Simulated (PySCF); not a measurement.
These are PySCF with TPSSh-D3(BJ)/def2-TZVP // TPSS-D3(BJ)/def2-SVP values and carry that method's errors. Gas-phase values, no solvent. One relaxed conformer stands for a flexible species; it need not be the lowest. 

Reference species: [Zn(Cl)2] (neutral, multiplicity 1).

```yaml
LUMO: -2.16 eV
charge on the central atom (Mulliken): 0.62 e
mean_distance_from_the_central_atom_to_its_bonded_neighbours: 2.104 Å
```

Changed species: [Zn(CH3)2] (2 of 2 Cl replaced by CH3; the reference has 0 of 2 Cl replaced by CH3).

Q: What does the change do to the LUMO, charge on the central atom (Mulliken) and mean distance from the central atom to its bonded neighbours?

A: the LUMO increases by 2.06 eV, to -0.10 eV; the charge on the central atom (Mulliken) falls by 0.27 e, to 0.35 e; the mean distance from the central atom to its bonded neighbours falls by 0.152 Å, to 1.952 Å.
